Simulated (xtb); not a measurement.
HF2S, charge +1, singlet, from a rough starting geometry.

Input for xtb:
```
$ xtb mol.xyz --gfn 2 --chrg 1 --opt vtight --json

# file mol.xyz
4

F     -1.15801850    -0.64152747    -0.15278064
S     -0.01148658     0.04705641     0.57976073
F      1.17107167    -0.57130706    -0.16258792
H      0.03799122     1.19738775    -0.30047973
```

### Question
Estimate the total energy at the end of the optimisation that GFN2-xTB run with xtb returns for this input.

### Answer
-12.7087 Eh

### Question
Give the HOMO-LUMO gap at the level GFN2-xTB.

### Answer
5.26 eV
